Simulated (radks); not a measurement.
Question: These are the eigenvalues of the occupied orbitals of an atom or ion with whole-number occupations (hartree). All-electron calculation, scalar-relativistic Kohn-Sham, BLYP, spin-unpolarised, spherical densities, finite nucleus; Fermi nuclear charge, rms radius of each element as measured or else 0.836 A^(1/3) + 0.57 fm. Program: a radial shooting solver on a logarithmic mesh with Libxc functionals.

orbital  eigenvalue
1s         -4.65693
3d         -0.15286

Which element is it, and in what charge state? The configuration may be excited.

Answer: Z = 4, beryllium, charge +1: Be+ in [He] 3d1. The 1s level, -4.6569 hartree, gives Z - s = 3.1 by -(Z - s)^2/2, which with screening and relativity narrows Z to a few neighbours, and the depths must fix Z and the occupations together.
